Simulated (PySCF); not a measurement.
# From computed data to an observable: oscillator strength and radiative lifetime

C3H10AlN, SMILES CC[N](C)[AlH2].

Geometry: B3LYP-D3(BJ)/def2-SVP. One conformer was computed; it need not be the lowest.

TDDFT-CAM-B3LYP/def2-SVPD in PySCF 2.14.0 puts the first singlet state with f over 0.02 at 5.18 eV (vertical), with the transition dipole (-0.039, -0.958, -0.430) in atomic units.

Task: Find the oscillator strength, the wavelength and the radiative lifetime that this transition would have in vacuum if emission retraced absorption.

Result: 
|μ|² = 1.1042 au, so |μ| = 2.67 D. ΔE = 5.18/27.211 = 0.1904 hartree. f = (2/3) ΔE |μ|² = 0.140 (the program prints 0.140).
λ = 1239.84/5.18 = 239 nm; ν = 41779 cm⁻¹.
Einstein's coefficient A = 0.6670 ν² f s⁻¹ (ν in cm⁻¹) = 1.6e8 s⁻¹, so τ = 1/A = 6.1 ns. This state is S1. The figure is the radiative limit of this one transition; relaxation, internal conversion, crossing to triplets and a medium change what is measured.
